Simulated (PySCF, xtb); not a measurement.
O2Si2, SMILES o1[si]2o[si]1=2.

Harmonic wavenumbers (cm⁻¹) from GFN2-xTB (xtb) at its own minimum, in rising order: 222, 321, 498, 666, 765, 826.

Task: What does PBE-D3(BJ)/def2-SVP in PySCF give at its own minimum? (Estimate from the structure and the level; the computed values follow.)

Result: 169, 506, 517, 743, 773, 800. Paired by order, the mean absolute difference is 61 cm⁻¹ and the zero-point energies are 4.7 and 5.0 kcal/mol.
